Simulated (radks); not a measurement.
Values are calculated unless marked as measured or tabulated.
Problem. The mean radii <r> (bohr) of the occupied orbitals of an atom or ion are listed with their occupations. Code: a radial shooting solver on a logarithmic mesh with Libxc functionals. Model: scalar-relativistic Kohn-Sham, exchange-only LDA, spin-polarised, spherical densities, finite nucleus; Fermi nuclear charge, rms radius of each element as measured or else 0.836 A^(1/3) + 0.57 fm.

orbital  occ.      <r>
1s          2  0.02560
2s          2   0.1098
2p          6  0.09623
3s          2   0.2924
3p          6   0.2903
3d         10   0.2668
4s          2   0.6744
4p          6   0.7163
4d         10   0.8017
5s          2    1.639
5p          6    1.930
6s          2    4.879

Name the element and its charge. Open shells, if any, are filled with parallel spins first.

Solution. Z = 56, barium, charge 0: Ba in [Xe] 6s2. The 1s radius gives Z: for a bare nucleus <r> = (2 gamma + 1)/(2Z) with gamma = sqrt(1 - (Z/c)^2), 0.02523 bohr for Z = 56, and screening makes it slightly larger (0.02560 here). The occupations add up to 56, and the charge is Z minus that.
